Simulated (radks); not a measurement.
Neutral erbium inside a hard spherical wall (all orbitals vanish at R), configuration held at [Xe] 4f12 6s2 and not refilled when levels cross. All-electron calculation, scalar-relativistic Kohn-Sham, PBE, spin-polarised, spherical densities, point nucleus; open shells are filled with parallel spins first (spin-orbit coupling, left out, can overturn this in heavy ions). Program: a radial shooting solver on a logarithmic mesh with Libxc functionals. Eigenvalues in eV for spin up, with the zero of energy where the potential of the charges vanishes at infinity; a dash marks a level that is unbound or too diffuse for the functional's potential to be trusted. A positive occupied level is held by the wall or, in an anion where self-interaction has pushed it up, behind a barrier. The pressure on the wall is -dE/dV.

| R (bohr) | E (hartree) | kinetic (hartree) | e(5s) | e(5p) | e(6s) | e(4f) | e(6p, empty) | e(5d, empty) | pressure (GPa) |
|---|---|---|---|---|---|---|---|---|---|
| free | -13086.3964 | 14189.831 | -52.272 | -26.676 | -3.858 | -3.851 | - | - | 0 |
| 12 | -13086.3961 | 14189.835 | -52.242 | -26.646 | -3.835 | -3.822 | -1.038 | -0.929 | 0.00506 |
| 6 | -13086.2962 | 14190.327 | -50.082 | -24.538 | -1.390 | -1.686 | 3.338 | 1.358 | 6.23 |
| 4 | -13085.5982 | 14192.959 | -44.856 | -19.604 | 9.729 | 3.893 | 19.710 | 8.070 | 139 |
| 3 | -13083.3065 | 14201.554 | -35.578 | -10.232 | 37.809 | 14.895 | 55.778 | 21.735 | 1250 |
| 2.5 | -13079.2276 | 14216.158 | -23.824 | 2.879 | 78.480 | 28.991 | 103.74 | 40.207 | 4890 |
| 2 | -13067.0289 | 14256.474 | 4.367 | 36.008 | 177.31 | 59.056 | 214.09 | 84.565 | 24600 |
